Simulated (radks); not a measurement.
The numbers below are computed, except where a source is named.
Q: Cd29+, configuration [Ar] 3d1. Code: a radial shooting solver on a logarithmic mesh with Libxc functionals. Model: Dirac Kohn-Sham, PBE, spin-unpolarised, spherical densities, finite nucleus; open shells fill j = l - 1/2 first; Fermi nuclear charge, rms radius 4.6087 fm.

Spin-orbit splittings of the eigenvalues, e(l+1/2) - e(l-1/2), with zeta = 2 splitting/(2l+1) and mean radii in bohr:

shell  occ.  splitting (eV)  zeta (eV)  <r> j=l-1/2  <r> j=l+1/2
2p        6               ?          ?       0.1103       0.1153
3p        6           44.04      29.36       0.3145       0.3226
3d        1           9.988      3.995       0.2845       0.2871

Estimate the 2p splitting.

A: 195.0 eV (zeta = 130.0 eV).
